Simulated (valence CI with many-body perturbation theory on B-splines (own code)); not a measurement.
**F⁴⁺: electric-dipole lines**

Calculated by relativistic CI+MBPT: three valence electrons over a frozen Dirac-Fock core [He], a basis of 11 s, 11 p, 10 d, 8 f, 5 g, 2 h functions for each j, with the one-electron correlation potential Σ1, the two-electron term Σ2, the three-electron term Σ3, Breit, model QED; selected CI, second order for the rest, scaled by the run's own slope (own B-spline code, finite nucleus).

Against 37 measured levels this calculation errs by 112 cm⁻¹ on average and by 258 at most. These come from a selection out of Moore, Atomic Energy Levels, vol. I, NSRDS-NBS 35 (1971 reprint of NBS Circular 467, 1949), an old analysis. Levels without a partner in it may be off by more.

Lines 51 to 100 of 596 in falling wavelength, among levels below 859460 cm⁻¹, chosen from the strongest by gf and those to the six lowest levels. Wavelengths and rates use the calculated energies, so an error of 100 cm⁻¹ moves a line at 7410 Å by 0.74 % and its rate by three times that or more. Electric multipoles are in the length gauge, E1 and E2 with the static RPA response of the core. Weak lines are less certain than strong ones. Lines between different terms over intervals too small for the method are left out, as are lines whose strength nearly cancels. Where a level lies close to another of its J and parity, the split of strength between their lines is uncertain. The highest levels of a list are the least certain.

Names give the largest LS component (configuration and term), which can be under half, so a name can repeat, a term be missing and a line seem to break the LS rules; names also repeat where a configuration has a term twice. Letters in brackets count levels of one name in rising energy.

```tsv
λ vac (Å)	Upper	Lower	A (s⁻¹)	S (a.u.) with core polarisation	S without
7410	2p2 3d 4F_7/2	2s 2p 4d 4D°_5/2	8.48e+06	1.36e+01	1.36e+01
7374	2s 2p 4d 4P°_5/2	2s 2p 4p 4S_3/2	1.56e+07	1.85e+01	1.85e+01
7290	2s 2p 4d 4P°_3/2	2s 2p 4p 4S_3/2	1.52e+07	1.16e+01	1.16e+01
7233	2s 2p 4d 4P°_1/2	2s 2p 4p 4S_3/2	1.37e+07	5.10e+00	5.10e+00
7163	2s 2p 4d 2F°_7/2	2s 2p 4p 2D_5/2	1.81e+07	2.63e+01	2.63e+01
7109	2s 2p 4d 2F°_5/2	2s 2p 4p 2D_3/2	1.49e+07	1.59e+01	1.59e+01
6878	2s 2p 4p 2P_3/2	2s 2p 4s 2P°_3/2	1.56e+07	9.99e+00	9.99e+00
6769	2s 2p 4p 2P_1/2	2s 2p 4s 2P°_1/2	1.58e+07	4.84e+00	4.84e+00
6650	2s2 5d 2D_5/2	2s 2p 3d 2P°_3/2 [b]	1.78e+07	1.55e+01	1.55e+01
6635	2s2 5d 2D_3/2	2s 2p 3d 2P°_1/2 [b]	1.49e+07	8.60e+00	8.60e+00
6550	2s 2p 4p 4D_5/2	2s 2p 4s 4P°_5/2	8.32e+06	6.92e+00	6.92e+00
6500	2s 2p 4d 4D°_7/2	2s 2p 4p 4D_7/2	9.82e+06	1.06e+01	1.06e+01
6464	2s 2p 4p 4D_3/2	2s 2p 4s 4P°_3/2	1.72e+07	9.18e+00	9.18e+00
6428	2s 2p 4d 4D°_5/2	2s 2p 4p 4D_5/2	7.36e+06	5.79e+00	5.79e+00
6413	2s 2p 4p 4D_1/2	2s 2p 4s 4P°_1/2	2.80e+07	7.28e+00	7.28e+00
6399	2s 2p 4p 4D_7/2	2s 2p 4s 4P°_5/2	3.44e+07	3.56e+01	3.56e+01
6364	2s 2p 4p 4D_5/2	2s 2p 4s 4P°_3/2	2.60e+07	1.99e+01	1.99e+01
6356	2s 2p 4p 4D_3/2	2s 2p 4s 4P°_1/2	1.52e+07	7.69e+00	7.69e+00
6333	2p2 3d 4D_5/2	2s 2p 4d 4P°_3/2	7.52e+06	5.65e+00	5.65e+00
6272	2p2 3d 4D_7/2	2s 2p 4d 4P°_5/2	8.74e+06	8.51e+00	8.51e+00
5868	2s 2p 3p 2P_3/2 [a]	2s 2p 3s 2P°_3/2 [a]	9.60e+06	3.83e+00	3.83e+00
5782	2p2 3d 2F_5/2	2s 2p 4d 2D°_3/2	1.24e+07	7.09e+00	7.09e+00
5690	2s 2p 4s 2P°_3/2	2p2 3s 2P_3/2	1.16e+07	4.22e+00	4.23e+00
5669	2p2 3d 2F_7/2	2s 2p 4d 2D°_5/2	1.07e+07	7.72e+00	7.72e+00
5460	2s 2p 4p 2D_3/2	2s 2p 4s 2P°_3/2	1.10e+07	3.53e+00	3.53e+00
5443	2s 2p 4d 2P°_3/2	2s 2p 4p 2P_3/2	2.30e+07	7.33e+00	7.33e+00
5434	2s2 4p 2P°_1/2	2s2 4s 2S_1/2	5.91e+07	9.36e+00	9.36e+00
5416	2s2 4p 2P°_3/2	2s2 4s 2S_1/2	5.98e+07	1.87e+01	1.87e+01
5384	2s 2p 4p 4S_3/2	2s 2p 4s 4P°_5/2	1.21e+07	3.74e+00	3.74e+00
5339	2s 2p 4p 2D_5/2	2s 2p 4s 2P°_3/2	5.61e+07	2.53e+01	2.53e+01
5315	2s 2p 4p 2D_3/2	2s 2p 4s 2P°_1/2	4.49e+07	1.33e+01	1.33e+01
5258	2s 2p 4p 4S_3/2	2s 2p 4s 4P°_3/2	2.20e+07	6.31e+00	6.31e+00
5186	2s 2p 4p 4S_3/2	2s 2p 4s 4P°_1/2	1.55e+07	4.27e+00	4.27e+00
5181	2s2 7s 2S_1/2	2s2 6p 2P°_3/2	1.30e+08	1.78e+01	1.78e+01
5175	2s2 7s 2S_1/2	2s2 6p 2P°_1/2	6.48e+07	8.86e+00	8.86e+00
5099	2s2 6s 2S_1/2	2s 2p 4s 2P°_3/2	4.36e+07	5.71e+00	5.71e+00
5037	2s 2p 4f 4F_9/2	2p2 3p 4D°_7/2	6.93e+06	4.37e+00	4.38e+00
5022	2s 2p 4p 4P_3/2	2s 2p 4s 4P°_5/2	4.23e+07	1.06e+01	1.06e+01
4990	2s 2p 4f 4F_7/2	2p2 3p 4D°_5/2	6.28e+06	3.08e+00	3.08e+00
4982	2s 2p 4p 4P_5/2	2s 2p 4s 4P°_5/2	5.98e+07	2.19e+01	2.19e+01
4968	2s 2p 4p 4P_1/2	2s 2p 4s 4P°_3/2	6.46e+07	7.81e+00	7.81e+00
4874	2s 2p 4p 4P_5/2	2s 2p 4s 4P°_3/2	2.31e+07	7.91e+00	7.91e+00
4849	2s 2p 4p 4P_3/2	2s 2p 4s 4P°_1/2	2.35e+07	5.30e+00	5.30e+00
4076	2s2 5d 2D_3/2	2s 2p 3d 2F°_5/2 [b]	2.52e+07	3.36e+00	3.36e+00
4073	2s2 5d 2D_5/2	2s 2p 3d 2F°_7/2 [b]	2.40e+07	4.80e+00	4.80e+00
3803	2s 2p 3d 4D°_7/2	2s 2p 3p 4P_5/2	3.64e+07	7.90e+00	7.90e+00
3787	2s 2p 3d 4D°_5/2	2s 2p 3p 4P_3/2	2.67e+07	4.30e+00	4.30e+00
3650	2s2 5g 2G_7/2	2s 2p 3d 2F°_5/2 [b]	6.13e+07	1.18e+01	1.18e+01
3649	2s2 5g 2G_9/2	2s 2p 3d 2F°_7/2 [b]	6.36e+07	1.52e+01	1.52e+01
3637	2p2 3p 2D°_3/2 [a]	2p2 3s 2P_1/2	2.93e+07	2.78e+00	2.78e+00
```
